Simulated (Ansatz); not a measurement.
```yaml
crystal:
  periodic: [false, false, false]
  atoms:
    - {symbol: Ir, position_ang: [-0.000930, -0.016880, -0.019315]}
    - {symbol: P, position_ang: [-0.005137, -0.024190, 2.257347]}
    - {symbol: H, position_ang: [0.823921, -0.961016, 2.971221]}
    - {symbol: H, position_ang: [-1.217948, -0.284820, 2.958699]}
    - {symbol: H, position_ang: [0.350035, 1.176446, 3.038938]}
    - {symbol: P, position_ang: [-0.038027, 0.006047, -2.260607]}
    - {symbol: H, position_ang: [-0.919412, 0.943958, -3.012622]}
    - {symbol: H, position_ang: [-0.315954, -1.199718, -3.016975]}
    - {symbol: H, position_ang: [1.206414, 0.366298, -2.978404]}
    - {symbol: H, position_ang: [1.687245, 0.013225, 0.091105]}
    - {symbol: H, position_ang: [0.514215, 1.596709, 0.004440]}
    - {symbol: H, position_ang: [-1.316008, 0.960437, 0.009948]}
    - {symbol: H, position_ang: [-1.355062, -0.956998, -0.016022]}
    - {symbol: H, position_ang: [0.538394, -1.604421, 0.018127]}
basis:
  gaussian: {orbitals: def2-mTZVP}
magnetization: {spin_polarized: true, initial_magnetization: 2}
hamiltonian: {xc: {name: revPBE0}, dispersion: d4}
accuracy: high
```

```sh
$ ansatz run in.yaml --threads 2 --pin off --events-out ev --progress --plain --max-ram 4352MiB
```

It prints (some lines left out):

```
Functional definition: revPBE0
2539 factors; integrals over basis functions are off by at most 7.0e-9 eV
mean field evaluation 1: about -21585.4449 eV, gradient 2.2e1 eV
mean field evaluation 2: about -21563.4955 eV, gradient 7.7e1 eV
mean field evaluation 4: about -21588.0825 eV, gradient 2.6e0 eV
mean field evaluation 8: about -21588.1639 eV, gradient 7.9e-1 eV
mean field evaluation 16: about -21588.7910 eV, gradient 3.3e-2 eV
mean field evaluation 32: about -21588.7912 eV, gradient 2.1e-3 eV
mean field evaluation 64: about -21588.7912 eV, gradient 6.2e-7 eV
mean field -21588.79124387 eV, -793.3734448039 hartree, gradient 8.8e-8 eV, S^2 2.006587; 6 other end points of the search recorded, 0 dependent functions left out
reference -21588.79124912 eV, -793.3734449968 hartree; 30, 28 occupied and 83, 85 virtual orbitals, 2539 factors
Total energy: -21589.69164955 eV, -793.4065341022 hartree
```

Hardware: 2 threads of Arm Neoverse V1 on a shared host. Wall time 57 s, peak host memory 0.81 GiB.

In the def2 sets Ir takes a core potential; there is no spin–orbit coupling.
